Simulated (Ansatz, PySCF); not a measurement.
B2BiO, SMILES O=B[B-]#[Bi], charge -1.

Coordinates come from a PBE0-D3(BJ)/def2-SVPD optimisation. The def2 effective core potentials stand for the cores of Bi; spin–orbit coupling is left out.

Estimates of the vertical detachment energy (IE) of the anion in eV. Rows of orbital energies are one-electron estimates, which approximate functionals can put far too low.

```json
[
 {"level": "−ε(HOMO), −ε(LUMO), B3LYP/def2-TZVPD (PySCF)", "IE": "1.01"},
 {"level": "−ε(HOMO), −ε(LUMO), PBE/def2-TZVPD (PySCF)", "IE": "0.43"},
 {"level": "ΔSCF, PBE0/def2-SVPD (Ansatz), final states of multiplicity 2", "IE": "___"},
 {"level": "ΔSCF, PBE/def2-SVPD (Ansatz), final states of multiplicity 2", "IE": "2.93"}
]
```

Q: What belongs in the gaps? (Estimate from the structure and the level; the computed values follow.)

A: 
- ΔSCF, PBE0/def2-SVPD (Ansatz, a quantum-chemistry and plane-wave program), final states of multiplicity 2, IE: 2.90

Q: What vertical singlet–triplet gap does ΔSCF give with PBE0/def2-SVPD (Ansatz) and with PBE/def2-SVPD (Ansatz)? (The exact figures need the calculation; the answer reports its results.)

A: 1.60 and 1.79 eV (triplet above singlet where positive).
